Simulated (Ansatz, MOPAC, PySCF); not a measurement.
Lewis adduct: BF3 (SMILES FB(F)F) (first 4 atoms) with NH3 (SMILES N); geometry from B3LYP-D3(BJ)/def2-TZVP, rigid monomers moved along the line of their centres of mass till B2···N5 is 2.37 Å.
(charge 0, multiplicity 1):
```xyz
8

F     -1.128    -0.835     0.693
B     -0.007    -0.090     0.962
F      0.003     1.149     0.371
F      1.173    -0.781     0.849
N     -0.175     0.382     3.277
H     -1.031     0.895     3.468
H     -0.186    -0.483     3.810
H      0.617     0.942     3.578
```

Interaction energies are E(AB) − E(A) − E(B) at the monomers' geometry in the complex; basis-set methods are counterpoise corrected. Rows marked so take none.

Frozen-core correlation. Rows in 6-31G* carry no dispersion term and start afresh at each structure (6-31G* with six Cartesian d functions). The state that PM6 reach isn't checked.

Run with Ansatz (a quantum-chemistry and plane-wave program) with Gaussian orbitals; MOPAC for PM6 (differences of heats of formation); PySCF for 6-31G* rows, the dispersion terms. Each number belongs to the level named beside it.

```csv
level,interaction energy (kJ/mol)
PM6,-67.4
HF/6-31G*,-108.5
HF/aug-cc-pVDZ,-99.5
PBE/def2-TZVPPD,-100.3
PBE-D3(BJ)/def2-TZVPPD,-104.5
B3LYP-D3(BJ)/def2-TZVPPD,-104.7
PBE0/def2-TZVPPD,-105.1
M06-2X/6-31G* (no counterpoise),?
CCSD(T)/aug-cc-pVDZ,-98.4
```

**Question.** Fill in the missing entries.

**Answer.** 
- M06-2X/6-31G* (no counterpoise), interaction energy (kJ/mol): -123.9
